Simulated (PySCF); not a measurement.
Compound: C₆H₁₁Cl.
SMILES: `ClC1CCCCC1`

The closed-shell ground state was solved at several levels (PySCF, density fitting, gas phase, non-relativistic). Geometry: PBE0-D3(BJ)/def2-TZVP, one conformer, isolated molecule.

```json
{"level": "KT3/pcSseg-2", "basis functions": "413", "HOMO (eV)": "-6.85", "LUMO (eV)": "-0.39", "gap (eV)": "6.46", "dipole (D)": "2.12"}
{"level": "wB97X-D/pcSseg-2", "basis functions": "413", "HOMO (eV)": "-9.99", "LUMO (eV)": "2.15", "gap (eV)": "12.14", "dipole (D)": "2.23"}
{"level": "B97-2/pcSseg-2", "basis functions": "413", "HOMO (eV)": "-7.84", "LUMO (eV)": "0.50", "gap (eV)": "8.34", "dipole (D)": "2.19"}
```

Task: What might PBE0/pcSseg-2 (413 basis functions) give for the same quantities?

Result: HOMO -8.10 eV, LUMO 0.47 eV, gap 8.57 eV, dipole 2.19 D.

Task: Over all these levels, which gives the widest orbital gap and which the narrowest?

Result: wB97X-D/pcSseg-2 (range-separated hybrid) has the widest, 12.14 eV, and KT3/pcSseg-2 (GGA) the narrowest, 6.46 eV. From the narrowest to the widest the HOMO moves by -3.14 eV and the LUMO by +2.54 eV.

Task: In the pcSseg-2 basis, how does the gap go with the fixed share of exact exchange?

Result: KT3 (0 %) 6.46 eV; B97-2 (21 %) 8.34 eV; PBE0 (25 %) 8.57 eV. Each rise in the share widens the gap here.

Task: How far do the dipole and the HOMO energy spread over the levels?

Result: The dipole runs from 2.12 to 2.23 D (mean 2.18 D) and the HOMO from -9.99 to -6.85 eV.
